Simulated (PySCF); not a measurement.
Ge(OH)(NH2) (GeH3NO), SMILES [NH2][Ge][OH] (connectivity only; charge and spin as stated), neutral, multiplicity 1.

Geometry: r2SCAN-D4/def2-TZVP. Other conformers were not sampled.

The numbers are results of TDA-ωB97X/def2-SVPD in PySCF, not measurements.

Vertical excitations.  State labels are in the subgroup Cs.

| state | symmetry | energy (eV) | λ (nm) | f | main pairs |
|---|---|---|---|---|---|
| S1 | A" | 5.56 | 223 | 0.147 | HOMO→LUMO 96 % |
| S2 | A' | 6.33 | 196 | 0.045 | HOMO−1→LUMO 88 % |
| S3 | A" | 7.16 | 173 | 0.047 | HOMO−1→LUMO+1 77 %, HOMO−3→LUMO 12 % |
| S4 | A" | 7.20 | 172 | 0.003 | HOMO−3→LUMO 84 % |
| S5 | A' | 7.35 | 169 | 0.335 | HOMO→LUMO+2 81 % |
| S6 | A" | 7.49 | 165 | 0.009 | HOMO−1→LUMO+2 89 % |
| S7 | A' | 7.56 | 164 | 0.106 | HOMO→LUMO+1 65 %, HOMO−2→LUMO 27 % |
| S8 | A' | 8.00 | 155 | 0.019 | HOMO−2→LUMO 34 %, HOMO→LUMO+3 29 %, HOMO→LUMO+1 22 %, HOMO→LUMO+2 7 % |
| S9 | A' | 8.06 | 154 | 0.630 | HOMO→LUMO+3 63 %, HOMO−2→LUMO 23 % |
| S10 | A" | 8.67 | 143 | 0.102 | HOMO−2→LUMO+2 52 %, HOMO−2→LUMO+1 23 %, HOMO−1→LUMO+4 12 % |
| T1 | A" | 3.80 | 326 | 0 | HOMO→LUMO 98 % |
| T2 | A' | 5.03 | 246 | 0 | HOMO−1→LUMO 96 % |
| T3 | A' | 6.05 | 205 | 0 | HOMO→LUMO+2 80 % |
| T4 | A' | 6.68 | 186 | 0 | HOMO−2→LUMO 96 % |
Triplets are in the Tamm–Dancoff approximation.
